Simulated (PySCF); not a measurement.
A search over the determinants of BiCl⁺

Unrestricted PBE0; Bi def2-SVP with ECP60, Cl def2-SVP; scalar-relativistic core potentials (PySCF 2.14). Outer shells of the fragments: Bi+ 5d10 6s2 6p2; Cl 3s2 3p5.

Followed along the bond (rough minima from three points):

| 2Ms+1 | unpaired | ⟨S²⟩ at the start | R at minimum (Å) | Te (eV) |
| --- | --- | --- | --- | --- |
| 2 | π ↑ | 0.76 | 2.38 | 0.00 |
| 4 | π ↑↑↑ | 3.76 | none in the scan | ≤ 2.34 |

Solutions found at the starting distance of 2.530 Å, counted from the lowest of them; the search is not exhaustive and high or unbound solutions are not listed, so other states can lie among these:

| 2Ms+1 | unpaired | term | E (eV) | ⟨S²⟩ | ⟨Lz²⟩ | μ (D) |
| --- | --- | --- | --- | --- | --- | --- |
| 2 | π ↑ | ²Π | 0.00 | 0.76 | 1.01 | -2.64 |
| 4 | π ↑↑↑ | ⁴Π | 2.43 | 3.76 | 1.00 | 2.06 |
| 2 | σ ↑ | ²Σ⁺ | 2.46 | 0.76 | 0.00 | -2.04 |
| 2 | π ↑↑↓ | mixed | 2.80 | 1.76 | 3.01 | 2.08 |
| 4 | σ ↑, π ↑↑ | ⁴Σ⁻ | 3.14 | 3.76 | 0.00 | 0.52 |
| 2 | σ ↓, π ↑↑ | mixed | 3.38 | 1.76 | 0.00 | 0.55 |
| 2 | π ↑ | mixed | 3.89 | 0.75 | 3.01 | 2.11 |
| 4 | σ ↑, π ↑↑ | mixed | 4.23 | 3.75 | 2.01 | 1.97 |
| 4 | σ ↑, π ↑↑ | mixed | 4.37 | 3.75 | 2.01 | 1.86 |
| 2 | σ ↓, π ↑↑ | mixed | 4.69 | 1.76 | 2.01 | 2.01 |

A term symbol is given only where ⟨S²⟩ and ⟨Lz²⟩ are close to those of a pure state; real π, δ and φ orbitals otherwise mix terms. A positive dipole points towards Cl; it is taken about the centre of mass and depends on that origin.

Spin–orbit coupling is left out, which matters for elements this heavy, above all for dissociation energies. Counting both spins, an empty level lies below a filled one in some of these solutions, because spin and occupation are held.
